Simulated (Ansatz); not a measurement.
Consider the atomization: `CCC1=CCCCC1` → 8 C• + 14 H•.

Gas-phase electronic energies from Ansatz, PBE0-D4/def2-TZVP geometries. CCSD(T)/CBS adds triple-zeta CCSD(T) − MP2 to the extrapolated MP2 energy (def2 sets, frozen cores). This one scheme is used for every species, atoms too. For atomizations the MP2-based limit and the directly extrapolated one differ by several kJ/mol either way, and by 10 to 25 for some Ge, Se and Sn compounds, so smaller differences from it don't rank the levels. No spin–orbit coupling; open shells (•) take unrestricted orbitals. Spin–orbit coupling would lower the free atoms: a little for C. Each species was taken in one conformer, which may not be the lowest.

`CCC1=CCCCC1`:

Cartesian coordinates in Å:
```
C 2.338 1.659 -0.226
C 0.866 1.868 0.120
C 0.074 0.595 0.153
C -0.337 0.055 1.300
C -1.142 -1.202 1.405
C -1.733 -1.618 0.066
C -0.694 -1.490 -1.036
C -0.231 -0.048 -1.171
H 2.872 2.611 -0.254
H 2.821 1.021 0.518
H 2.461 1.184 -1.202
H 0.791 2.365 1.092
H 0.420 2.550 -0.615
H -0.080 0.554 2.232
H -1.939 -1.066 2.145
H -0.510 -2.008 1.803
H -2.118 -2.640 0.121
H -2.585 -0.970 -0.170
H -1.092 -1.849 -1.990
H 0.166 -2.124 -0.794
H -1.000 0.550 -1.680
H 0.651 0.004 -1.817
```

```csv
species,CCSD(T)/CBS(def2) energy (Eh)
`CCC1=CCCCC1`,-312.85688
C•,-37.79194
H•,-0.50000
```

**Question.** Work out ΔE.

**Answer.** ΔE = 14 × (-0.50000) + 8 × (-37.79194) − (-312.85688) = 3.52136 Eh = +2209.7 kcal/mol.

Largest T1 diagnostic among the species: 0.009.

In def2-TZVPP, CCSD(T) changes the Hartree–Fock value by +491.3 kcal/mol (the triples alone add +28.6 kcal/mol) and MP2 by +520.3 kcal/mol; breaking electron pairs costs correlation energy, which Hartree–Fock lacks. The D4 term adds +19.8 kcal/mol with B3LYP and +10.6 kcal/mol with PBE0; it sums over pairs of atoms, weighted by their polarisabilities, and B3LYP, whose exchange is more repulsive, gets the larger term.

B3LYP here is the variant with VWN-RPA as its local correlation; programs differ in this.
